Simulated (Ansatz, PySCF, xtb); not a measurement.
Gas-phase reaction in SMILES: COB(OC)OC + 6 [H][H] (H2) -> B (BH3) + 3 C (CH4) + 3 O (H2O)
Geometries: B3LYP-D3(BJ)/def2-TZVP minima from Ansatz (a quantum-chemistry and plane-wave program), one conformer each, not searched for the lowest. Frequencies are from Ansatz or PySCF.

Quantity: energy of full hydrogenation (enthalpy at 298 K, with B3LYP-D3(BJ) rigid-rotor harmonic-oscillator terms), in kcal/mol. Correlated levels leave the core frozen unless marked. Spin-orbit coupling is left out. Non-relativistic. Basis-set limits of correlation are two-point, X^-3; Hartree-Fock from the larger set. [CCSD(T)-MP2]/basis is that difference in the basis named.

```
level                                                     program  energy of full hydrogenation (kcal/mol)
-------------------------------------------------  --------------  ---------------------------------------
GFN2-xTB                                                      xtb                                        ?
revPBE/def2-TZVPD                                          Ansatz                                      6.6
LC-wPBE-D3(BJ)/def2-TZVPD                          Ansatz + dftd3                                        ?
RI-MP2/CBS(cc-pVTZ,cc-pVQZ)+[CCSD(T)-MP2]/cc-pVDZ          Ansatz                                     11.5
```

### Question
Complete the blanks.

### Answer

- GFN2-xTB, energy of full hydrogenation (kcal/mol): -3.1
- LC-wPBE-D3(BJ)/def2-TZVPD, energy of full hydrogenation (kcal/mol): 12.4
